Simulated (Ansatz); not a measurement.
C2H6FNSi, SMILES `C=C(F)N[SiH3]`. Charge 0, multiplicity 1.

```xyz
11

C    -2.0488   -0.6968   -0.3427
C    -0.8562   -0.3772    0.1445
F    -0.5600   -0.6427    1.4279
N     0.2138    0.2193   -0.4620
Si    1.7346    0.5871    0.3014
H    -2.7799   -1.1705    0.2935
H    -2.2948   -0.4866   -1.3730
H     0.0685    0.4499   -1.4305
H     2.4198   -0.6344    0.7900
H     1.5732    1.5341    1.4317
H     2.5298    1.2178   -0.7810
```

Task: List the harmonic frequencies (cm⁻¹, unscaled) at PBE0-D4/def2-TZVP in Ansatz. (Estimate.)

Result: Ansatz gave: 69, 154, 159, 365, 402, 548, 648, 672, 683, 715, 759, 842, 934, 943, 950, 975, 1015, 1317, 1371, 1439, 1757, 2238, 2240, 2246, 3206, 3305, 3661.

Task: Is this a minimum?

Result: Yes, all 27 modes are real.

Task: Give the ideal-gas thermochemistry at 298.15 K and 1 bar (rigid rotor, harmonic oscillator; point group Cs, symmetry number 1).

Result: Zero-point energy 201.0 kJ/mol; H(298) − E = 220.9 kJ/mol; entropy 335.3 J/(mol·K), of which translation 165.1, rotation 110.1, vibration 60.0; G(298) − E = 121.0 kJ/mol. Modes under 100 cm⁻¹ are hindered rotations or soft bends, so the harmonic entropy is rough.

Task: And at 400, 500, 600, 800 and 1000 K?

Result: 
```tsv
T (K)	H − E (kJ/mol)	S (J/mol/K)	G − E (kJ/mol)
400	232.9	369.7	85.0
500	246.9	400.8	46.5
600	262.5	429.3	5.0
800	297.7	479.7	-86.1
1000	336.7	523.1	-186.5
```

Task: Rotational constants (cm⁻¹)?

Result: 0.3227, 0.08183, 0.0668.
